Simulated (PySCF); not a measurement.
## Vibration and rotation of TbO

LDA constants of TbO, octet, about 8.3 electrons in the 4f shell (Mulliken), real f orbitals that mix terms (Tb x2c-TZVPall, O x2c-TZVPall; spin-free X2C with a Gaussian nucleus (PySCF 2.14); masses 158.9253 and 15.9949 u):

```
ωe                     : 853.6 cm⁻¹
ωexe                   : 2.87 cm⁻¹
Be                     : 0.36757 cm⁻¹
αe                     : 0.00157 cm⁻¹
D (centrifugal)        : 2.73e-07 cm⁻¹
De to Tb (4f9 6s2) + O : 8.26 eV
```

Task: Give the vibrational terms G(v) and spacings up to v = 6.

Result: G(v) = ωe(v+½) − ωexe(v+½)².

```csv
v,G(v) (cm⁻¹),G(v) − G(v−1),Bv (cm⁻¹)
0,426,,0.3668
1,1274,848,0.3652
2,2116,842,0.3636
3,2952,836,0.3621
4,3783,831,0.3605
5,4608,825,0.3589
6,5427,819,0.3574
```

Task: How well does the Morse estimate ωe²/(4ωexe) reproduce De, and what is D0?

Result: It gives 7.87 eV, 95 % of the computed De. D0 = De − G(0) = 8.26 − 0.05 = 8.21 eV.

These are scalar-relativistic numbers at best; spin–orbit coupling would shift them, the dissociation energy most. Counting both spins, an empty level lies below a filled one in this solution, because spin and occupation are held. The state is the lowest single determinant that the PBE0 search found; with open d or f shells the true ground state can be another one.
